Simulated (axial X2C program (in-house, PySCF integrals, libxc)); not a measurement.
## WCl⁺: properties at the nuclei

Computed with an axial X2C code built on PySCF integrals: two-component X2C with atomic mean-field Coulomb and Gaunt terms, Gaussian nuclei, basis W dyall-cv3z, Cl dyall-av3z with contracted cores.

R = 2.152 Å (near the PBE0 minimum at charge 1 of the determinant lowest at the starting distance; the state shown can have its own minimum elsewhere).

Input and command:
```json
{"zs": [74, 17], "q": 1, "bas": ["dyall-cv3z", "dyall-av3z"], "r0": 2.36, "levels": ["PBE0", "HF", "B3LYP", "BHandHLYP", "r2SCAN"], "nst": 3}
```
```bash
python soeom.py task.json out
```

Keys: zs atomic numbers; q charge; bas basis sets; r0 starting distance in Å; levels methods; nst determinants followed.

Determinant lowest in the PBE0 search, Ω = 1 (⟨Sz⟩ = 1.97, ⟨Lz⟩ = -0.97 at PBE0), spin on the atoms W 2.00, Cl -0.04:

```
    level  Eeff magnitude (GV/cm)  Ws magnitude W (kHz)  A∥/gI W (MHz)  qzz W (a.u.)  A∥/gI Cl (MHz)  qzz Cl (a.u.)
     PBE0                    4.29                  4.45           4470          1.00            -158           0.99
       HF                    4.38                     4           3340         -0.92            -143           0.94
    B3LYP                    7.47                  7.42           4620          1.21            -147           0.98
BHandHLYP                    2.48                  2.53           4130          0.34            -132           0.99
   r2SCAN                    9.03                   9.5           5120          1.19            -163           0.90
```

Determinant 1.02 eV from it at PBE0 and this distance, Ω = 2 (⟨Sz⟩ = 1.94, ⟨Lz⟩ = 0.06 at PBE0), spin on the atoms W 1.88, Cl 0.06:

```csv
level,Eeff magnitude (GV/cm),Ws magnitude W (kHz),A∥/gI W (MHz),qzz W (a.u.),A∥/gI Cl (MHz),qzz Cl (a.u.)
PBE0,0.503,1.62,-1130,0.39,-19.5,1.46
HF,6.46,1.76,-1890,0.89,-16,1.20
B3LYP,6.06,4.49,-1090,0.72,-16.5,1.36
BHandHLYP,4.31,3.65,-1380,1.06,-11.6,1.30
r2SCAN,0.144,1.59,-995,0.35,-15.1,1.48
```

Eeff is the effective electric field on the electron electric dipole moment in this Ω state and Ws the scalar–pseudoscalar constant of the nucleus named (defined with the proton number Z and per Ω); A∥ (defined per Ω) follows by multiplying with gI = μI/(I μN); qzz is the electric field gradient, eQq0 = 234.96 MHz × Q/barn × qzz. The operators were transformed with the bare-nucleus X2C matrices; with these basis sets, hyperfine constants and field gradients can be off by tens of per cent, and where levels differ in sign neither size nor sign is settled.

Q: With gI(183W) = 0.2356, gI(35Cl) = 0.5479, Q(35Cl) = -0.08112 barn (g factors from the IAEA table of nuclear moments by Stone; Q from Pyykkö, Mol. Phys. 2018), turn the PBE0 values of the first state into constants in MHz.

A: A∥(183W) = 4470 × 0.2356 = 1050 MHz; A∥(35Cl) = -158 × 0.5479 = -86.6 MHz; eQq0(35Cl) = 234.96 × (-0.08112) × (0.99) = -18.9 MHz.

Each state is one determinant with collinear spin, which with several unpaired electrons need not be a pure state. Unrestricted Hartree–Fock can overshoot spin polarisation at the nuclei. In the state Ω = 1 the sign of Eeff differs between levels (HF against PBE0). In the state Ω = 2 the sign of Eeff differs between levels (HF against PBE0). With several open shells hyperfine constants can be off by a factor of several. Where Eeff spreads by more than a factor of two the levels disagree and none is to be relied on. Open-shell Ω = 0 determinants with evenly filled partner blocks cannot be reached by this program, so the Ω shown need not be the lowest component. The search compared states at one distance, so a state with another bond length can lie lower. The sign of Ws at W differs between levels in the first state. The sign of Ws at W differs between levels in the second state. Further determinants of the search, some of them spin-mixed, are not shown. Where a field gradient or hyperfine factor spreads by more than a factor of two over the levels, a constant derived from it is not to be relied on. PBE0 term energies can be off by some tenths of an eV.
